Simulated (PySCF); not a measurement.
**Two-component Hartree-Fock for Sb⁴²⁺ (antimony, charge +42)**

Start: [He] 2s2 2p5; 2p1/2 filled at m_j = +1/2; 2p3/2 filled at m_j = -3/2, -1/2, +1/2, +3/2. Calculated with PySCF 2.14 in an even-tempered Gaussian basis (17 s from 21 bohr⁻², ratio 2.4; 12 p from 27 bohr⁻², ratio 2.4; 5 d from 100 bohr⁻², ratio 2.6; 4 f from 150 bohr⁻², ratio 2.6): generalised Hartree-Fock with the X2C-1e Hamiltonian and a Gaussian nucleus; one run each with spin-orbit coupling (SO) screened by Boettger's factors, then bare. This is a chosen level, not necessarily the ground level.

| spinor shell | electrons | ε, screened SO (eV) | ε, bare SO (eV) | weight of nominal j (bare SO) | rms radius, bare SO (bohr) |
| --- | --- | --- | --- | --- | --- |
| 1s1/2 | 2 | -33645.3 | -33645.6 | 1.000 | 0.0325 |
| 2s1/2 | 2 | -7464.4 | -7464.5 | 1.000 | 0.129 |
| 2p1/2 | 1 | -7226.6 | -7235.0 | 1.000 | 0.111 |
| 2p3/2 | 4 | -6945.0 | -6941.8 | 1.000 | 0.115 |

| quantity | screened SO | bare SO |
| --- | --- | --- |
| E (hartree) | -4663.16413 | -4662.98856 |
| M_J | 1/2 | 1/2 |
| ⟨J²⟩ | 0.750 | 0.750 |
| ⟨L²⟩ | 2.003 | 2.004 |
| ⟨S²⟩ | 0.753 | 0.754 |

Each row is a mean over spinors that exchange with the open shell spreads, by up to 14.040 eV (2p3/2).

Breit and QED terms are absent; they matter most for the inner s and p1/2 levels.

Densities and radii are taken from the X2C orbitals without a picture-change correction, which distorts them close to the nucleus.
